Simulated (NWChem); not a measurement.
Everything below was run with NWChem. System: H₃GeI, charge 0, spin multiplicity 1, at a geometry optimised with PBE/def2-SVP with def2 effective core potentials on I. The structure started from a generated list of species. Level: MP2/def2-TZVP with def2 effective core potentials on I, 13 core orbitals frozen.

Input file:

```
start mol
memory heap 200 mb stack 900 mb global 1100 mb
geometry units angstroms nocenter noautoz
  Ge     1.514609    -0.028512     0.000000
  I     -1.026946     0.019333     0.000000
  H      1.973016    -0.774075     1.276122
  H      1.973016    -0.774075    -1.276122
  H      2.014600     1.435886     0.000000
  symmetry group Cs
end
basis spherical
  * library def2-tzvp
end
ecp
  I library def2-ecp
end
scf
  rhf
  nopen 0
  maxiter 100
  thresh 1e-7
  semidirect memsize 60000000 filesize 0
end
mp2
  freeze core 13
end
task mp2 energy
```

Part of the output:

```
             Northwest Computational Chemistry Package (NWChem) 7.3.0
             --------------------------------------------------------

                                NWChem Input Module
                                -------------------

 Scaling coordinates for geometry "geometry" by  1.889725989
 (inverse scale =  0.529177249)

 Turning off AUTOSYM since
 SYMMETRY directive was detected!

                             Geometry "geometry" -> ""
                             -------------------------

 Output coordinates in angstroms (scale by  1.889725989 to convert to a.u.)

  No.       Tag          Charge          X              Y              Z
 ---- ---------------- ---------- -------------- -------------- --------------
    1 Ge                  32.0000     1.51460900    -0.02851200     0.00000000
    2 I                   53.0000    -1.02694600     0.01933300     0.00000000
    3 H                    1.0000     1.97301600    -0.77407500     1.27612200
    4 H                    1.0000     1.97301600    -0.77407500    -1.27612200
    5 H                    1.0000     2.01460000     1.43588600     0.00000000

 Effective nuclear repulsion energy (a.u.)     411.5902472070

            Nuclear Dipole moment (a.u.)
            ----------------------------
        X                 Y               Z
 ---------------- ---------------- ----------------
    -0.0000340151     0.0000018897     0.0000000000

      Symmetry information
      --------------------

 Group name             Cs
 Group number              2
 Group order               2
 No. of unique centers     4

      Symmetry unique atoms

     1    2    3    5


 Summary of "ao basis" -> "" (spherical)
 ------------------------------------------------------------------------------
       Tag                 Description            Shells   Functions and Types
 ---------------- ------------------------------  ------  ---------------------
 *                         def2-tzvp                  on all atoms

 Summary of "ao basis" -> "ao basis" (spherical)
 ------------------------------------------------------------------------------
       Tag                 Description            Shells   Functions and Types
 ---------------- ------------------------------  ------  ---------------------
 Ge                        def2-tzvp                16       48   6s5p4d1f
 I                         def2-tzvp                16       50   6s5p3d2f
 H                         def2-tzvp                 4        6   3s1p

                                 NWChem SCF Module
                                 -----------------

  ao basis        = "ao basis"
  functions       =   116
  atoms           =     5
  closed shells   =    30
  open shells     =     0
  charge          =   0.00
  wavefunction    = RHF
  use symmetry    = T
  symmetry adapt  = T

 Summary of "ao basis" -> "ao basis" (spherical)
 ------------------------------------------------------------------------------
       Tag                 Description            Shells   Functions and Types
 ---------------- ------------------------------  ------  ---------------------
 Ge                        def2-tzvp                16       48   6s5p4d1f
 I                         def2-tzvp                16       50   6s5p3d2f
 H                         def2-tzvp                 4        6   3s1p

      Symmetry analysis of basis
      --------------------------

        a'         76
        a"         40

 Forming initial guess at       0.2s
[...]
    67     -0.861118  2 I  px                54     -0.790741  2 I  s
    64     -0.284650  2 I  px               101     -0.255458  3 H  s
   107     -0.255458  4 H  s                113     -0.255463  5 H  s
    16     -0.218412  1 Ge px                58      0.200787  2 I  px

 Vector   32  Occ=0.000000D+00  E= 1.340404D-01  Symmetry=a'
              MO Center=  1.8D+00, -3.4D-02,  4.4D-17, r^2= 5.7D+00
   Bfn.  Coefficient  Atom+Function         Bfn.  Coefficient  Atom+Function
  ----- ------------  ---------------      ----- ------------  ---------------
     6      1.677249  1 Ge s                 19      1.274044  1 Ge px
   101     -1.125427  3 H  s                107     -1.125427  4 H  s
   113     -1.125577  5 H  s                 54      0.488370  2 I  s
     5      0.261181  1 Ge s                 67      0.231203  2 I  px
    64      0.186207  2 I  px                 4     -0.151701  1 Ge s

 Vector   33  Occ=0.000000D+00  E= 1.521852D-01  Symmetry=a"
              MO Center=  1.4D+00,  9.6D-04, -4.0D-10, r^2= 5.4D+00
   Bfn.  Coefficient  Atom+Function         Bfn.  Coefficient  Atom+Function
  ----- ------------  ---------------      ----- ------------  ---------------
    21      1.786721  1 Ge pz               101     -1.361668  3 H  s
   107      1.361668  4 H  s                 69     -0.312183  2 I  pz
    18      0.150891  1 Ge pz

 center of mass
 --------------
 x =  -0.11448731 y =   0.00215593 z =   0.00000000

 moments of inertia (a.u.)
 ------------------
          23.838223015276          20.929014110635           0.000000000000
          20.929014110635        1135.178568230657           0.000000000000
           0.000000000000           0.000000000000        1135.573035831366

  Mulliken analysis of the total density
  --------------------------------------

    Atom       Charge   Shell Charges
 -----------   ------   -------------------------------------------------------
    1 Ge  32    31.72   2.00  2.00  1.16  0.80  0.78  0.53  5.98  4.43  1.57  1.38  0.82  8.92  1.09  0.07  0.16  0.02
    2 I   25    25.32   0.18 -0.77  1.58  1.01  1.07  0.88 -0.49  6.45  1.33  2.95  1.08  9.23  0.76  0.05  0.01  0.00
    3 H    1     0.99   0.23  0.57  0.18  0.01
    4 H    1     0.99   0.23  0.57  0.18  0.01
    5 H    1     0.99   0.23  0.57  0.18  0.01

       Multipole analysis of the density wrt the origin
       ------------------------------------------------

     L   x y z        total         open         nuclear
     -   - - -        -----         ----         -------
     0   0 0 0      0.000000      0.000000     60.000000

     1   1 0 0      0.740266      0.000000     54.338069
     1   0 1 0     -0.013910      0.000000     -1.022952
     1   0 0 1     -0.000000      0.000000      0.000000

     2   2 0 0    -32.590643      0.000000    398.598424
     2   1 1 0     -0.054987      0.000000     -7.285123
     2   1 0 1     -0.000000      0.000000      0.000000
     2   0 2 0    -35.516026      0.000000     11.768481
     2   0 1 1      0.000000      0.000000      0.000000
     2   0 0 2    -35.517111      0.000000     11.630866

                   NWChem MP2 Semi-direct Energy/Gradient Module
                   ---------------------------------------------

  Basis functions       =    116
  Molecular orbitals    =    116
  Frozen core           =     13
  Frozen virtuals       =      0
  Active alpha occupied =     17
  Active beta occupied  =     17
  Active alpha virtual  =     86
  Active beta virtual   =     86
  Use MO symmetry       = T
  Use skeleton AO sym   = T

  AO/Fock/Back tols     =   1.0D-09  1.0D-09  1.0D-09

 GA uses MA = F    GA memory limited = T

 Available:
  local mem=  1.26D+08
 global mem=  1.44D+08
 local disk=  0.00D+00
  mp2_memr nvloc                    86
  nvloc new                    86
   1 passes of  17:        5242880                     100521                  32353162.
   1 passes of  17: M    126132751           G      144152288           F     120889871.

 Semi-direct pass number   1 of   1  for RHF alpha+beta  at        7.3s
  vrange nnbf                  6504
  mp2_eaftype                   123  avail_ma_in_mb                  1099
 EAF : mp2_eaftype filesize         123   16176581.
  mp2_eaf for mointskh                    123
Node 0 wrote     76.1 Mb in      0.1 s     Agg I/O rate:   568.8 Mb/s
 Done moints_semi at       21.1s
  mp2_eaftype                   123  avail_ma_in_mb                   976
 EAF : mp2_eaftype filesize         123   16176581.
  mp2_eaf for kh                   123
 Done maket at       21.6s
 Done multipass loop at       21.6s

          -------------------------------------------
          SCF energy               -2373.808112662185
          Correlation energy          -0.749303150462
          Singlet pairs               -0.371539402841
          Triplet pairs               -0.377763747620
          Total MP2 energy         -2374.557415812646
          -------------------------------------------

          ---------------------------------------------------
                    Spin Component Scaled (SCS) MP2
          Same spin pairs                     -0.251842498413
          Same spin scaling factor             0.333333333333
          Opposite spin pairs                 -0.497460652048
          Opposite spin scaling fact.          1.200000000000
          SCS-MP2 correlation energy          -0.680900281929
          Total SCS-MP2 energy             -2374.489012944114
          ---------------------------------------------------

 -----------------------
 Performance information
 -----------------------

 Timer overhead =  1.38D-07 seconds/call

               Nr. of calls         CPU time (s)                 Wall time (s)                GFlops
             ---------------    -------------------     ------------------------------   -------------------
Name         Min   Avg   Max    Min     Avg     Max     Min     Avg     Max   Mx/calls   Min     Max     Sum
mp2: moin     1     1     1    14.     14.     14.      14.     14.     14.     14.      0.0     0.0     0.0
mp2: make     1     1     1   0.50    0.50    0.50     0.50    0.50    0.50    0.50      0.0     0.0     0.0
mp2: tota     1     1     1    15.     15.     15.      15.     15.     15.     15.      0.0     0.0     0.0

 The average no. of pstat calls per process was 3.00D+00
 with a timing overhead of 4.15D-07s

 Task  times  cpu:       21.6s     wall:       21.6s

 Total times  cpu:       21.7s     wall:       21.7s
```
